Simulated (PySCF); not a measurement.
## Does the structure fit the spectrum?

A compound C6H7FOSi gives the data below (simulated from a calculation) and was assigned the structure `Fc1cccc(O[SiH3])c1`.

$^{13}$C{$^{1}$H} NMR (computed): δ 212.4 (C), 197.7 (CH), 123.9 (CH), 112.2 (C), 84.9 (C), 6.0 (CH3).

$^{1}$H NMR (500 MHz, computed): δ 9.62 (m, 1H), 6.58 (m, 1H), 4.91 (m, 2H), 2.08 (s, 3H).

One averaged value for each set of equivalent atoms, no solvent model, one computed conformer, non-relativistic Hamiltonian. GIAO PBE0/pcSseg-1 shieldings; GFN2-xTB geometry; PySCF 2.14.

Chemical shifts δ = σref − σ; $^{1}$H and $^{13}$C against TMS, all at this level.

Task: Compare with the shifts computed for the proposed structure, pairing carbons in order of shift.

Result: Numbering as in the mapped SMILES `[F:1][c:2]1[cH:3][cH:4][cH:5][c:6]([O:7][SiH3:8])[cH:9]1`. Hydrogens are named by the atom that carries them.

```csv
atom,computed for proposal,given list,difference
C2,173.5,212.4,-38.9
C6,163.5,197.7,-34.2
C4,136.4,123.9,+12.5
C5,121.1,112.2,+8.9
C3,113.6,84.9,+28.7
C9,106.7,6.0,+100.7
```

The rms difference is 48.1 ppm and the largest +100.7 ppm at C9 (aromatic CH). The carbon types in order of shift don't match either: C, C, CH, CH, CH, CH for the proposal against C, CH, CH, C, C, CH3 in the data. The proposal doesn't fit.

Task: Which isomer fits?

Result: `CC#C[SiH2]/C(F)=C\C=O`.

- Carbon types of the structure: 3 × C, 2 × CH, 1 × CH3, leaving 2 H on heteroatoms.
- δC 212.4: β carbon of a C=C–C=O unit; conjugation with the carbonyl draws π density from the β position.
- δC 197.7: aldehyde carbonyl carbon; the double bond to the heteroatom, with no lone-pair donor beside it, deshields it most.
- δC 123.9: α carbon of a C=C–C=O unit; as expected for a trigonal carbon in a double bond.
- δH 9.62: hydrogen on an aldehyde carbonyl carbon; deshielded by the polar, anisotropic C=O bond.

This is the structure that produced the data.

Splittings by $^{19}$F in the carbon and heteronuclear signals aren't shown, as no couplings were computed. Shifts are as computed. Against solution values, carbons near 30 ppm lie about +3 ppm off and those near 130 ppm about +5 ppm. Of 1309 compounds with measured shifts, 239 miss one by over three times the rms of a fit or turn the order of signals round; such compounds aren't used in these exercises. Multiplicities follow the n + 1 count of equivalent neighbours, as no J values were calculated; m marks all less simple cases, F and P coupling included.
